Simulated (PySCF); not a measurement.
## CsN: frontier orbitals

r²SCAN at R = 2.511 Å; basis Cs def2-TZVPP with ECP46, N def2-TZVPP; scalar-relativistic core potentials; PySCF 2.14. State: ³Π (triplet), unpaired electrons σ ↑, π ↑. Only the outer orbitals are listed, counted within each symmetry, core potentials removing the inner ones.

| spin | orbital | occ. | ε (eV) | on Cs (%) | main shells (%) |
| --- | --- | --- | --- | --- | --- |
| α | 2σ | 1 | -27.32 | 100 | 100 Cs s |
| α | 3σ | 1 | -16.93 | 12 | 87 N s, 12 Cs p |
| α | 1π | 1 | -13.55 | 100 | 100 Cs p |
| α | 1π | 1 | -13.46 | 100 | 100 Cs p |
| α | 4σ | 1 | -12.91 | 85 | 85 Cs p, 12 N s |
| α | 2π | 1 | -4.92 | 4 | 96 N p |
| α | 5σ | 1 | -4.71 | 10 | 90 N p |
| α | 2π | 1 | -3.37 | 8 | 92 N p |
| α | 6σ | 0 | -0.81 | 100 | 88 Cs s, 11 Cs p |
| α | 3π | 0 | 0.17 | 100 | 81 Cs p, 19 Cs d |
| α | 3π | 0 | 0.21 | 100 | 81 Cs p, 19 Cs d |
| β | 2σ | 1 | -27.26 | 100 | 100 Cs s |
| β | 3σ | 1 | -14.19 | 64 | 64 Cs p, 34 N s |
| β | 1π | 1 | -13.48 | 100 | 100 Cs p |
| β | 1π | 1 | -13.43 | 100 | 100 Cs p |
| β | 4σ | 1 | -11.46 | 37 | 63 N s, 35 Cs p |
| β | 2π | 1 | -2.31 | 15 | 85 N p, 13 Cs d |
| β | 5σ | 0 | -0.88 | 74 | 54 Cs s, 26 N p, 18 Cs p |
| β | 2π | 0 | -0.82 | 28 | 72 N p, 25 Cs d |
| β | 6σ | 0 | -0.43 | 56 | 44 N p, 37 Cs s, 18 Cs d |

**Question.** Which are the highest filled and the lowest empty level, where do they sit, and how wide is the gap?

**Answer.** Highest filled β 2π at -2.31 eV (in %: 85 N p, 13 Cs d); lowest empty β 5σ at -0.88 eV (in %: 54 Cs s, 26 N p, 18 Cs p); the gap at r²SCAN is 1.43 eV.

* bond order (Mayer): 0.58
* ⟨S²⟩: 2.019
* charge on Cs (Mulliken, basis-dependent): 0.67
* charge on Cs (Löwdin, basis-dependent): 0.57
* dipole moment (positive dipole means Cs(−)N(+)): -8.11 D

Spin–orbit coupling is left out. The state is the lowest determinant that a PBE0 search found; another state may lie lower at other levels.
